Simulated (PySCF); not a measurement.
B2F4, SMILES FB(F)B(F)F.

Geometry optimised at r2SCAN-D4/def2-SVP. Other conformers were not sampled.

Calculation: TDDFT-LC-ωPBE/def2-SVPD run with PySCF.

Vertical excitations; the highest root listed may be one member of a degenerate set. The molecule is in vacuum. State labels are in the subgroup D2.

Computed lowest excited states:
```tsv
state	symmetry	energy (eV)	λ (nm)	f	main pairs
S1	B3	7.78	159	0.041	HOMO→LUMO+1 (degenerate set)
S2	B2	7.78	159	0.041	HOMO→LUMO (degenerate set)
S3	A	9.69	128	0.000	HOMO−1→LUMO+1 48 %, HOMO−2→LUMO 48 %
S4	B1	9.69	128	0.000	HOMO−1→LUMO 48 %, HOMO−2→LUMO+1 48 %
S5	A	10.16	122	0.000	HOMO→LUMO+2 92 %
S6	B1	10.79	115	0.185	HOMO→LUMO+3 83 %
S7	B2	11.02	113	0.066	HOMO−3→LUMO+1, HOMO−4→LUMO, HOMO−5→LUMO+1 (degenerate set)
S8	B3	11.02	113	0.066	HOMO−3→LUMO, HOMO−4→LUMO+1, HOMO−5→LUMO (degenerate set)
S9	A	11.37	109	0.000	HOMO−2→LUMO 45 %, HOMO−1→LUMO+1 45 %
S10	B1	11.48	108	0.081	HOMO−1→LUMO 45 %, HOMO−2→LUMO+1 45 %
T1	B3	6.43	193	0	HOMO→LUMO+1 (degenerate set)
T2	B2	6.43	193	0	HOMO→LUMO (degenerate set)
T3	B1	9.44	131	0	HOMO−2→LUMO+1 48 %, HOMO−1→LUMO 48 %
T4	A	9.44	131	0	HOMO−1→LUMO+1 48 %, HOMO−2→LUMO 48 %
```
Triplets are in the Tamm–Dancoff approximation, which puts them higher than full response would, so one can lie above its singlet here.
